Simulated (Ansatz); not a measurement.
`NB[SeH]` + H₂ → H₂Se + `BN`  (hydrogenolysis of the Se–B bond)

Program: Ansatz. Geometries: PBE0-D4/def2-TZVP. ΔE: electronic, gas phase. CCSD(T)/CBS adds triple-zeta CCSD(T) − MP2 to the extrapolated MP2 energy (def2 sets, frozen cores). This one scheme is used for every species. Functionals use def2-TZVPP. B3LYP here is the variant with VWN-RPA as its local correlation; programs differ in this. HSE06 is defined as in plane-wave codes. For Se outer-core shells are correlated without core-valence functions, which leaves a few kJ/mol of doubt a bond. Scalar relativity is left out up to krypton. One conformer a species, not always the lowest.

```json
{"level": "BLYP-D4", "ΔE (kcal/mol)": "9.6", "difference from CCSD(T)/CBS": "-0.6"}
{"level": "r2SCAN-D4", "ΔE (kcal/mol)": "11.1", "difference from CCSD(T)/CBS": "0.9"}
{"level": "B97M-V", "ΔE (kcal/mol)": "9.0", "difference from CCSD(T)/CBS": "-1.2"}
{"level": "ωB97M-V", "ΔE (kcal/mol)": "8.9", "difference from CCSD(T)/CBS": "-1.3"}
{"level": "B2PLYP", "ΔE (kcal/mol)": "8.5", "difference from CCSD(T)/CBS": "-1.7"}
{"level": "PBE", "ΔE (kcal/mol)": "9.8", "difference from CCSD(T)/CBS": "-0.4"}
{"level": "revPBE", "ΔE (kcal/mol)": "9.2", "difference from CCSD(T)/CBS": "-1.0"}
{"level": "r2SCAN", "ΔE (kcal/mol)": "10.8", "difference from CCSD(T)/CBS": "0.6"}
{"level": "PBE0", "ΔE (kcal/mol)": "9.2", "difference from CCSD(T)/CBS": "-1.0"}
{"level": "B3LYP", "ΔE (kcal/mol)": "7.0", "difference from CCSD(T)/CBS": "-3.2"}
{"level": "HSE06", "ΔE (kcal/mol)": "9.3", "difference from CCSD(T)/CBS": "-0.9"}
{"level": "RPA@PBE/def2-TZVPP", "ΔE (kcal/mol)": "8.5", "difference from CCSD(T)/CBS": "-1.7"}
{"level": "MP2/def2-TZVPP", "ΔE (kcal/mol)": "11.7", "difference from CCSD(T)/CBS": "1.5"}
{"level": "CCSD/def2-TZVPP", "ΔE (kcal/mol)": "8.2", "difference from CCSD(T)/CBS": "-2.0"}
{"level": "MP2/def2-QZVPP", "ΔE (kcal/mol)": "12.1", "difference from CCSD(T)/CBS": "1.9"}
{"level": "SCS-MP2/def2-QZVPP", "ΔE (kcal/mol)": "10.0", "difference from CCSD(T)/CBS": "-0.2"}
{"level": "CCSD(T)/CBS", "ΔE (kcal/mol)": "10.2", "difference from CCSD(T)/CBS": "0"}
```

Largest T1 diagnostic among the species: 0.012.

Leaving LDA and LC-ωPBE aside and taking each functional with its dispersion term where it has one, the values, not all of them listed here, spread over 4.2 kcal/mol, from CAM-B3LYP-D4 to revPBE-D4. LDA lies +1.1 kcal/mol from PBE without D4. From BLYP to BHLYP (50 % exact exchange), in def2-TZVPP and without D4, ΔE moves by −0.8 kcal/mol. In def2-TZVPP, CCSD(T) changes the Hartree–Fock value by +5.2 kcal/mol (the triples alone add +1.2 kcal/mol) and MP2 by +7.5 kcal/mol.
